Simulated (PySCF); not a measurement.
# Field gradients at the hydrogen positions

Compound: C6H13PS.
Structure used (PBE0-D3(BJ)/def2-SVP), in Å, numbered top down from 1:
```
atom  x, y, z in Å
C1    -0.3230   -1.6421   -0.7716
C2    -0.0991   -0.8803    0.5303
C3    -1.3755   -0.1804    1.0253
C4    -1.6286    1.0594    0.1574
P5     0.0509    1.6736   -0.3162
S6     0.6154    3.4565    0.2173
C7     0.9546    0.2363    0.4194
C8     2.2721   -0.0807   -0.2618
H9    -0.6271   -0.9796   -1.5980
H10    0.5870   -2.1696   -1.0932
H11   -1.1155   -2.3954   -0.6463
H12    0.2362   -1.6024    1.2949
H13   -1.2239    0.1364    2.0697
H14   -2.2409   -0.8612    1.0203
H15   -2.1621    1.8636    0.6818
H16   -2.1906    0.8219   -0.7587
H17    0.1145    1.4234   -1.7204
H18    1.1595    0.6094    1.4391
H19    2.7915   -0.9056    0.2508
H20    2.1340   -0.3719   -1.3144
H21    2.9321    0.7997   -0.2412
```

Level: PBE0/pcSseg-1 (PySCF, non-relativistic); Q(2H) = 0.00286 b; rigid geometry, the same for H and D, with no vibrational averaging.

Problem. Rank these positions by the coupling χzz of a deuteron there, largest first.
A. H14 (methylene hydrogen)
B. H17 (P–H hydrogen)
C. H12 (methine hydrogen)

Solution. A (194 kHz), C (189 kHz), B (108 kHz).

Problem. What are Vzz, η and χzz (234.96 MHz × Q × Vzz) at all hydrogens?

Solution. 
```
atom  bonded to  bond length (Å)  Vzz (au)     η  χzz (kHz)
  H9         C1            1.102    0.2896  0.03        195
 H10         C1            1.100    0.2928  0.02        197
 H11         C1            1.101    0.2922  0.02        196
 H12         C2            1.104    0.2815  0.01        189
 H13         C3            1.102    0.2840  0.01        191
 H14         C3            1.101    0.2890  0.01        194
 H15         C4            1.098    0.2922  0.01        196
 H16         C4            1.101    0.2907  0.01        195
 H17         P5            1.428    0.1611  0.01        108
 H18         C7            1.105    0.2759  0.02        185
 H19         C8            1.101    0.2909  0.02        196
 H20         C8            1.101    0.2900  0.03        195
 H21         C8            1.101    0.2874  0.02        193
```

Problem. Average by the element that carries the hydrogen.

Solution. on C: 194 kHz over 12 positions, mean bond length 1.101 Å; on P: 108 kHz over 1 position, mean bond length 1.428 Å.

One conformer (not necessarily the lowest) at the PBE0-D3(BJ)/def2-SVP geometry, without solvent, vibrations or thermal averaging. With so small a basis the couplings can be 20 % off.
